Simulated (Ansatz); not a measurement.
Total energies of InH2(CH2SiH3) (CH7InSi) from Ansatz at PBE-D4/def2-TZVP, gas phase (1 Eh = 27.2114 eV = 2625.5 kJ/mol). The reference geometry is relaxed at B3LYP-D4/def2-SVP.

```xyz
10

In    1.5129   -0.9309    0.7837
H     1.9236   -2.4851    0.1168
H     1.9258   -0.5017    2.4190
C     0.4428    0.5205   -0.4651
Si   -1.4267    0.4110   -0.3309
H     0.7711    1.5295   -0.1643
H     0.7446    0.3527   -1.5124
H    -1.9019   -0.9493   -0.7331
H    -1.8645    0.6417    1.0808
H    -2.1276    1.4116   -1.1945
```

| state | geometry | energy (Eh) |
| --- | --- | --- |
| charge 0 singlet | reference | -521.71709 |
| charge 1 doublet | reference | -521.37784 |
| charge 1 doublet | relaxed at B3LYP-D4/def2-SVP | -521.40432 |
| free In atom (doublet) | – | -190.11735 |
| free H atom (doublet) | – | -0.49962 |
| free C atom (triplet) | – | -37.79597 |
| free Si atom (triplet) | – | -289.22285 |

In the def2 sets In takes a core potential; there is no spin–orbit coupling.

(1) Work out the vertical ionisation energy to the doublet.

(2) How much does the charge 1 doublet relax, and what is the adiabatic ionisation energy?

(3) What is the binding energy per atom against free atoms?

(1) E(charge 1 doublet) − E(charge 0 singlet) = -521.37784 − (-521.71709) = 0.33925 Eh = 9.23 eV. For comparison, −ε of the highest occupied level is 6.46 eV at this level, 2.77 eV less.

(2) Relaxation: -521.37784 − (-521.40432) = 0.02648 Eh = 0.72 eV. Adiabatic ionisation energy: 0.31277 Eh = 8.51 eV, without zero-point energy. 

(3) Atoms: 1 × (-190.11735) + 7 × (-0.49962) + 1 × (-37.79597) + 1 × (-289.22285) = -520.63351 Eh. Binding: -520.63351 − (-521.71709) = 1.08358 Eh = 29.49 eV, or 2.95 eV for each of 10 atoms (no zero-point energy, no counterpoise term).
